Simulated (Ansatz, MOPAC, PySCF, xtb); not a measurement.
Breaking a bond: SeH (cation, charge +1), lowest singlet found (which spin is the ground state isn't settled by this scan).

AM1, restricted, heats of formation (MOPAC); RKS-B3LYP/6-31G* = restricted B3LYP/6-31G*, spherical d (PySCF); GFN1-xTB (xtb); FCI = Ansatz (a first-principles code) with full CI/cc-pVTZ, cores with 3d frozen.

Energies relative to the lowest point of each curve between 1.27 and 1.81 Å, where full CI is lowest, in kcal/mol; the last columns give the difference from FCI:

| R / Å | AM1 | RKS-B3LYP/6-31G* | GFN1-xTB | FCI | AM1 − FCI | RKS-B3LYP/6-31G* − FCI | GFN1-xTB − FCI |
|---|---|---|---|---|---|---|---|
| 1.08 | 20.9 | 87.8 | 82.0 | 82.4 | -61.4 | 5.5 | -0.3 |
| 1.17 | 8.4 | 45.6 | 36.5 | 41.9 | -33.5 | 3.7 | -5.4 |
| 1.27 | 1.7 | 18.5 | 12.2 | 16.4 | -14.7 | 2.1 | -4.2 |
| 1.32 | 0.3 | 10.4 | 5.9 | 8.9 | -8.6 | 1.5 | -3.0 |
| 1.38 | 0.0 | 4.2 | 1.7 | 3.3 | -3.3 | 0.8 | -1.6 |
| 1.44 | 0.8 | 0.9 | 0.1 | 0.6 | 0.2 | 0.3 | -0.6 |
| 1.49 | 2.1 | 0.0 | 0.0 | 0.0 | 2.1 | 0.0 | 0.0 |
| 1.53 | 3.5 | 0.2 | 0.6 | 0.4 | 3.2 | -0.2 | 0.3 |
| 1.58 | 5.7 | 1.2 | 2.1 | 1.7 | 4.1 | -0.4 | 0.4 |
| 1.62 | 7.8 | 2.7 | 3.6 | 3.2 | 4.6 | -0.5 | 0.4 |
| 1.71 | 13.5 | 7.3 | 8.2 | 8.0 | 5.4 | -0.7 | 0.2 |
| 1.81 | 21.1 | 13.9 | 14.6 | 14.6 | 6.4 | -0.7 | 0.0 |
| 1.92 | 30.8 | 21.9 | 22.5 | 22.6 | 8.1 | -0.7 | -0.2 |
| 2.05 | 43.0 | 31.7 | 31.7 | 32.2 | 10.8 | -0.5 | -0.5 |
| 2.20 | 56.8 | 42.5 | 41.5 | 42.5 | 14.2 | 0.0 | -1.0 |
| 2.44 | 76.0 | 57.9 | 55.1 | 56.7 | 19.4 | 1.2 | -1.6 |
| 2.68 | 91.7 | 70.4 | 65.8 | 67.3 | 24.3 | 3.1 | -1.6 |
| 2.99 | 106.5 | 82.6 | 75.5 | 76.3 | 30.2 | 6.3 | -0.8 |
| 3.34 | 117.2 | 92.0 | 82.0 | 81.5 | 35.7 | 10.5 | 0.4 |
| 3.79 | 124.8 | 99.1 | — | 84.1 | 40.7 | 15.0 | — |
| 4.36 | 129.5 | 103.1 | — | 85.0 | 44.4 | 18.1 | — |

AM1 is furthest from FCI at 1.08 (-61.4 kcal/mol, below); its mean absolute difference over the points is 17.9 kcal/mol.

RKS-B3LYP/6-31G* is furthest from FCI at 4.36 (18.1 kcal/mol, above); its mean absolute difference over the points is 3.4 kcal/mol.

GFN1-xTB is furthest from FCI at 1.17 (-5.4 kcal/mol, below); its mean absolute difference over the points is 1.2 kcal/mol.

Dashes: no converged value, or the column stops at the first point that the program doubted or that broke a chosen test of continuity, which isn't proof of a fault.

The scan ran from 1.08 to 5.12 Å; beyond the distances shown full CI changes its symmetry label. The restricted form behind AM1, RKS-B3LYP/6-31G* keeps the bonding electrons paired and can't separate into open-shell fragments. Also computed but left out beside FCI, since their determinant holds another spin at the minimum (<S²> over 0.7 above the pure value): UHF, UMP2, UCCSD, UCCSD(T), UKS-BLYP, UKS-B3LYP, UKS-PBE, UKS-B3LYP/6-31G*, UHF/LANL2DZ, UMP2/3-21G, UKS-B3LYP/3-21G.
